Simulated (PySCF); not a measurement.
B3LYP has the VWN-RPA correlation part, as in Gaussian. Delta-SCF ions had no search for a lower state. Excitations are Tamm–Dancoff values on a coarser integration grid. The basis has no diffuse functions, so Rydberg states are missing or too high.

Cartesian coordinates (Å):
```xyz
29

C      1.3232     0.7709     2.4585
C      0.1427    -0.0295     1.8916
Si     0.0000     0.0000     0.0000
C     -1.5713    -0.9240    -0.5261
C     -1.5815    -2.4197    -0.1820
C     -0.0935     1.7950    -0.6074
C     -1.2286     2.6230     0.0103
C      1.5221    -0.8414    -0.7581
C      1.4869    -0.9742    -2.2868
H      1.3687     0.7204     3.5590
H      1.2578     1.8366     2.1837
H      2.2872     0.3979     2.0754
H      0.2111    -1.0837     2.2147
H     -0.8070     0.3467     2.3131
H     -2.4376    -0.4227    -0.0584
H     -1.7028    -0.7849    -1.6144
H     -1.4798    -2.5868     0.9028
H     -2.5146    -2.9127    -0.5013
H     -0.7484    -2.9522    -0.6696
H     -0.1917     1.7807    -1.7077
H      0.8802     2.2767    -0.4048
H     -2.2153     2.1792    -0.2008
H     -1.2467     3.6556    -0.3757
H     -1.1317     2.6867     1.1066
H      1.6296    -1.8384    -0.2939
H      2.4182    -0.2742    -0.4486
H      2.3926    -1.4633    -2.6819
H      0.6223    -1.5711    -2.6207
H      1.4080     0.0098    -2.7774
```
Charge 0, spin multiplicity 1.

Q: Predict the HOMO, LUMO, vertical ionisation energy (Delta-SCF), S1 oscillator strength and T1 excitation (TDA) from PySCF with B3LYP-D3(BJ)/def2-TZVP // B3LYP-D3(BJ)/def2-SVP.

A: 
- HOMO = -7.47 eV
- LUMO = 0.61 eV
- vertical ionisation energy (Delta-SCF) = 9.21 eV
- S1 oscillator strength = 0.009
- T1 excitation (TDA) = 7.06 eV
